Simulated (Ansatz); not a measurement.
Isolated molecules relaxed with PBE0-D4/def2-TZVP in Ansatz; ΔE leaves out vibrations. CBS: MP2 limit from def2 TZ/QZ plus the TZ coupled-cluster correction, frozen cores. This one scheme is used for every species. DFT in def2-TZVPP. For Ga outer-core shells are correlated without core-valence functions, which leaves a few kJ/mol of doubt a bond. Scalar relativity is left out up to krypton. One conformer a species, not always the lowest.

Consider the formal exchange of groups at a Ga–C bond: `C[CH2][GaH][NH2]` + `O[SiH3]` → `[NH2][GaH][SiH2]O` + `CC`.

`C[CH2][GaH][NH2]`:

Z-matrix (Å, degrees):
```
C
C 1 1.524
H 1 1.093 2 111.6
H 1 1.093 2 111.6 3 -119.8
H 1 1.094 2 112.0 3 120.1
Ga 2 1.971 1 114.5 3 59.8
H 2 1.096 1 110.7 3 -178.2
H 2 1.096 1 110.6 3 -62.1
N 6 1.820 2 116.8 1 -0.5
H 6 1.566 2 127.4 1 179.5
H 9 1.006 6 124.1 2 0.0
H 9 1.006 6 124.2 2 -180.0
```

`O[SiH3]`:

```xyz
6

O     0.777    0.947   -0.376
Si   -0.351   -0.164    0.080
H     1.698    0.686   -0.351
H    -0.311   -1.375   -0.786
H    -1.662    0.509   -0.056
H    -0.152   -0.603    1.489
```

`[NH2][GaH][SiH2]O`:

Z-matrix (Å, degrees):
```
Si
Ga 1 2.405
O 1 1.659 2 107.3
H 1 1.496 2 111.5 3 121.1
H 1 1.496 2 111.9 3 -121.4
N 2 1.818 1 116.5 3 143.3
H 2 1.567 1 128.4 3 -38.0
H 3 0.958 1 117.1 2 178.0
H 6 1.006 2 124.4 1 -2.4
H 6 1.006 2 123.9 1 178.7
```

`CC`:

Cartesian coordinates in Å:
```
C 0.293 -0.620 0.326
C -0.293 0.620 -0.326
H 1.269 -0.870 -0.097
H 0.427 -0.480 1.401
H -0.357 -1.488 0.187
H -1.269 0.870 0.097
H -0.427 0.480 -1.401
H 0.357 1.488 -0.187
```

CCSD(T)/CBS gives -24.8 kJ/mol.

(1) Another level gave -34.2 kJ/mol. Which?
A. PBE0/def2-TZVPP
B. CCSD(T)/def2-TZVPP
C. SCS-MP2/def2-TZVPP
D. r2SCAN/def2-TZVPP

Largest T1 diagnostic among the species: 0.014.

Results:

(1) D. r2SCAN -34.2, PBE0 -38.8, CCSD(T)/def2-TZVPP -25.6, SCS-MP2/def2-TZVPP -20.6 kJ/mol.

In def2-TZVPP, CCSD(T) changes the Hartree–Fock value by +3.2 kJ/mol (the triples alone add +0.4 kJ/mol) and MP2 by +9.7 kJ/mol. From PBE to PBE0 (25 % exact exchange), in def2-TZVPP and without D4, ΔE moves by +3.1 kJ/mol.
